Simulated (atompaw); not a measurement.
# Zn (Z = 30): one change to a PAW (atompaw) potential, before and after

```
Element                 : Zn (Z = 30)
Generator               : atompaw 4.2.0.5
Type                    : PAW
Functional              : PBE
Relativity              : scalar-relativistic
Frozen core             : [Ar]
Valence charge          : 12
Reference configuration : 3d9 4s0 4p0 (charge +3)
Partial waves           : 4s (bound, empty): rc 1.80 bohr; 4s channel at -1.9 Ry: rc 1.90 bohr; 4p (bound, empty): rc 1.90 bohr; 4p channel at 0.1 Ry: rc 1.90 bohr; 3d (bound): rc 1.30 bohr; 3d channel at 0.4 Ry: rc 1.30 bohr
Local potential         : bessel scheme, radius 1.80 bohr
Core correction         : smooth core density matched at 1.45 bohr
Augmentation charge     : sinc compensation charge, radius 1.45 bohr; PAW radius 1.90 bohr; waves and projectors: custom polynom gramschmidtortho
```

All-electron outer shells of the reference configuration (PBE, scalar-relativistic, ld1.x):

```tsv
shell	level (eV)	outermost node (bohr)	outermost maximum (bohr)
3p	-125.06	0.25	0.59
3d	-50.72	–	0.56
4s	-35.56	0.83	1.77
4p	-26.64	0.89	2.04
```

Change: wave 4s channel at -1.9 Ry: rc 1.90 bohr becomes 4s channel at -1.9 Ry: rc 1.16 bohr.

Cutoffs: the cutoffs (Ry, on a coarse ladder) from which the occupation-weighted sum of valence levels, in a spherical-Bessel basis at the reference potential, stays within 10 and 1 mRy of its value at 400 Ry; they do not see the model core or the augmentation charge, which bear on the density cutoff.

Problem. What does the change do?

Solution. The potential gets neither clearly harder nor softer (90 Ry and 160 Ry → 90 Ry and 160 Ry); the bound ghosts move from p to p, s; the range in which the s phases agree widens (upper end 1.5 → at the end of the scan).

```tsv
quantity	base	changed
cutoff, loose	90 Ry	90 Ry
cutoff, tight	160 Ry	160 Ry
bound ghosts	p	p, s
s: phases at 1.90 bohr within 0.05 rad from the reference energy up to (Ry; the scan ends near 5)	1.5	to the end of the scan
p: phases at 1.90 bohr within 0.05 rad from the reference energy up to (Ry; the scan ends near 5)	to the end of the scan	to the end of the scan
d: phases at 1.90 bohr within 0.05 rad from the reference energy up to (Ry; the scan ends near 5)	to the end of the scan	to the end of the scan
lowest overlap eigenvalue by channel	s 0.06, p 0.37, d 0.99	s 0.00, p 0.37, d 0.99
```

 A true bound ghost makes a file unfit for plane-wave use even where its test errors are small: the radial tests pick states by their node count and pass the ghost by. The cutoffs see the waves, projectors and local potential, not the compensation charge or the core.
